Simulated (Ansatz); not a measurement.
Reaction (isomerisation): `BrC1C[SiH2]1` → `CC[Si]Br`

Calculated with Ansatz (gas phase, PBE0-D4/def2-TZVP geometries, no zero-point term in ΔE). CCSD(T)/CBS is the MP2 limit (def2-TZVPP, def2-QZVPP) plus CCSD(T) − MP2 in def2-TZVPP, frozen cores. Functionals use def2-TZVPP. For Br outer-core shells are correlated without core-valence functions, which leaves a few kJ/mol of doubt a bond. Scalar relativity is left out up to krypton. Each species was taken in one conformer, which may not be the lowest.

```csv
level,ΔE (kJ/mol)
r2SCAN-D4,-128.4
PBE,-135.2
LC-ωPBE,-119.9
MP2/def2-TZVPP,-127.8
```

Question: What does CCSD(T)/CBS give? (Estimate.)

Answer: Ansatz gave: -141.2 kJ/mol. The listed levels differ from it by 12.8, 6.0, 21.3, 13.4 kJ/mol.

Largest T1 diagnostic among the species: 0.011.

From r2SCAN to r2SCAN0 (25 % exact exchange), in def2-TZVPP and without D4, ΔE moves by −3.6 kJ/mol. At CCSD(T), def2-SVP lies −11.2 kJ/mol from the extrapolated value and def2-TZVPP +2.6 kJ/mol.

CCSD(T)/CBS has its own doubt, a few kJ/mol and more with outer-core shells, so smaller differences from it don't rank the levels.
